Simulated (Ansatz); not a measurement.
This geometry of Cl2FH2NTi + H2S (10 atoms, charge 0, multiplicity 1) is a first-order saddle point.

The calculation used Ansatz, RKS B3LYP-D4/def2-SVP.

```xyz
10
Properties=species:S:1:pos:R:3
Ti 0.030 0.325 0.161
N 0.142 0.027 2.147
H -0.675 -0.435 2.557
H 0.976 -0.479 2.458
Cl 1.860 0.217 -1.046
Cl -1.638 1.599 -0.460
F -0.645 -1.259 -0.125
S 1.044 2.603 1.394
H 2.323 2.163 1.461
H 0.491 1.385 2.215
```

Question: Which two structures does it join? (They come from a converged band through this point; their orientation in space is the band's.)

Answer: Bonds broken: S8–H10. Bonds formed: Ti1–S8, N2–H10. Cl2FH2NTi + H2S becomes Cl2FH4NSTi.

Initial state:

```xyz
10
Properties=species:S:1:pos:R:3
Ti -0.299 -0.269 0.129
N 0.074 -0.478 1.904
H -0.301 -1.181 2.540
H 0.748 0.155 2.347
Cl 1.598 -0.326 -0.993
Cl -1.225 1.729 -0.175
F -1.379 -1.551 -0.313
S 2.100 2.369 1.839
H 1.348 3.125 2.674
H 1.246 2.573 0.808
```

Final state:

```xyz
10
Properties=species:S:1:pos:R:3
Ti -0.033 0.731 0.081
N 0.637 -0.089 2.110
H 0.417 -1.088 2.099
H 1.641 -0.004 2.275
Cl 1.423 -0.778 -0.679
Cl -0.631 1.772 -1.768
F -1.562 0.100 0.661
S 0.724 2.767 0.923
H 1.152 2.408 2.157
H 0.141 0.329 2.900
```

Question: How far does it lie above each of them?

Answer: 0.73 eV above the first and 1.37 eV above the second. This is the barrier of this one path; another mechanism may lie lower. The orbitals stay closed-shell, which can raise the energy where a bond breaks towards radicals; this wasn't checked here.

Run time: 6.6 min on 4 threads of Arm Neoverse V2, on a shared host, peak memory 0.41 GiB.
